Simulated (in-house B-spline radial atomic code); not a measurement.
RPA and G0W0 on PBEsol: the nickel ion Ni⁵⁺

Configuration [Ar] 3d5, highest spin, mean-field start PBEsol. Computed with an all-electron radial atomic-structure program (B-spline basis): all electrons, scalar-relativistic (spin-free one-electron X2C), finite nucleus, each spin shell either full or empty, empty states to l = 9 with an (l + 1/2)⁻⁴ tail; G0W0 by contour deformation at full frequency.

Command:
```bash
python run_gw.py task.json out
```
Settings (radii: box in bohr, nucleus in fm):
```
Z                        28
electrons                23
configuration            [Ar] 3d5
hamiltonian              x2c
method                   pbesol
lmax                     9
rms_radius               3.7757
spin_polarised           True
box_radius               10.43
intervals                68
```

Cost of the run: 2.8 s on 1 thread of Arm Neoverse V1, with other jobs on the host.

Energies (hartree):

```
                                     term        value
                         mean-field total  -1511.89778
Hartree-Fock functional on these orbitals  -1512.40569
                      direct second order      -1.7987
                    second-order exchange      0.58923
                         SOSEX correction      0.54634
```

What is the RPA correlation energy, and what remains with SOSEX?

RPA gives -1.5977 hartree (-1.89 eV per electron); RPA + SOSEX gives -1.0514, and the second-order doubles -1.2095 hartree (no singles). SOSEX takes back 34 % of the RPA value.

Quasi-particle levels (eV):

```tsv
level	occupied	mean field	Σx - vxc	Σc	QP weight	G0W0
3d up	yes	-94.87	-14.58	?	?	?
3p down	yes	-152.67	-13.62	0.82	0.946	-165.46
3d down	no	-87.81	16.70	-5.76	0.956	-76.87
```

G0W0 = mean field + (Σx - vxc) + Σc, with Σc (partial-wave tail included) taken at the quasi-particle energy. Only the outer levels were computed. Levels of low weight are left out.

Where does G0W0 put 3d up?

At -107.77 eV, with Σc = 1.68 eV and a quasi-particle weight of 0.953. The tabulated removal energy is 108 ± 1 eV (NIST, semi-empirical); the calculation leaves out spin-orbit coupling, Breit and QED terms, and what these don't explain is the method's own error.
